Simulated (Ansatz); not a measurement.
`OBCCl` + H₂ → `BCCl` + H₂O at 500 K and 1 bar (hydrogenolysis of a B–O bond).

Program: Ansatz. Geometries: PBE0-D4/def2-TZVP. ΔE: electronic, gas phase. CCSD(T)/CBS is the MP2 limit (def2-TZVPP, def2-QZVPP) plus CCSD(T) − MP2 in def2-TZVPP, frozen cores. This one scheme is used for every species. One conformer a species, not always the lowest.

| species | CCSD(T)/CBS energy (Eh) | H − E (kJ/mol) | S (J/(mol·K)) |
| --- | --- | --- | --- |
| `OBCCl` | -600.26080 | 181.5 | 342.5 |
| H₂ | -1.17544 | 41.0 | 145.5 |
| `BCCl` | -525.00385 | 155.1 | 319.5 |
| H₂O | -76.37941 | 73.2 | 206.3 |

H − E and S are ideal-gas, rigid-rotor, harmonic terms from PBE0-D4/def2-TZVP, for one conformer and one mirror image of each species. The MP2-based limit puts H₂ 0.8 mEh under its directly extrapolated value; such offsets cancel only in part. 1 Eh = 2625.50 kJ/mol, R = 8.31446 J/(mol·K).

By hand: ΔE, ΔH, ΔS and ΔG.

ΔE = (-525.00385) + (-76.37941) − (-600.26080) − (-1.17544) = 0.05298 Eh = 139.1 kJ/mol. Δ(H − E) = 155.1 + 73.2 − 181.5 − 41.0 = 5.8, so ΔH = 144.9 kJ/mol. ΔS = 319.5 + 206.3 − 342.5 − 145.5 = 37.8 J/(mol·K). ΔG = 144.9 − 500 × (37.8)/1000 = 126.0 kJ/mol.

By hand: the equilibrium constant, and the temperature at which ΔG would vanish if ΔH and ΔS stayed fixed.

log₁₀ K = −ΔG/(RT ln 10) = -13.2. ΔG = 0 at ΔH/ΔS = 3833 K, far beyond where these terms or the molecules hold.

ΔH outweighs TΔS. A doubt of 5 kJ/mol in ΔE shifts log₁₀ K by 0.5 here. Other conformers and mirror images would add mixing entropy, several J/(mol·K) or more a flexible species. These are equilibria of isolated gas molecules and say nothing of rates. Largest T1 diagnostic: 0.012 (customary marks: 0.02 for closed shells, 0.045 for open ones).
